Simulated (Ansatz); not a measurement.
Compare A (`FB1NCN1`) with its isomer B (`N=C(N)BF`).

Calculated with Ansatz (gas phase, PBE0-D4/def2-TZVP geometries, no zero-point term in ΔE). CBS: MP2 limit from def2 TZ/QZ plus the TZ coupled-cluster correction, frozen cores. DFT in def2-TZVPP. Each species was taken in one conformer, which may not be the lowest.

(1) Which isomer does CCSD(T)/CBS put lower? Give the gap. (An estimate is asked.)

(2) Give E(B) − E(A) in kcal/mol with CCSD/def2-TZVPP, B2PLYP, PBE-D4, CCSD(T)/def2-SVP, LDA (SPW92), PBE0-D4, BLYP-D4. (An estimate is asked.)

(3) Does the order hold for the free energy at 298.15 K (harmonic terms from PBE0-D4)? (Estimate.)

Largest T1 diagnostic: 0.014.

## Answers

(1) The calculation gave: A, by 32.1 kcal/mol.

(2) Ansatz gave: CCSD/def2-TZVPP 32.7, B2PLYP 29.9, PBE-D4 30.3, CCSD(T)/def2-SVP 34.3, LDA (SPW92) 36.7, PBE0-D4 34.0, BLYP-D4 24.9. None reverses the order clearly.

(3) Computed: Yes: G(B) − G(A) = +28.4 kcal/mol, for one conformer each.

At CCSD(T), def2-SVP lies +2.2 kcal/mol from the extrapolated value and def2-TZVPP −0.3 kcal/mol. From r2SCAN to r2SCAN0 (25 % exact exchange), in def2-TZVPP and without D4, E(B) − E(A) moves by +3.2 kcal/mol.
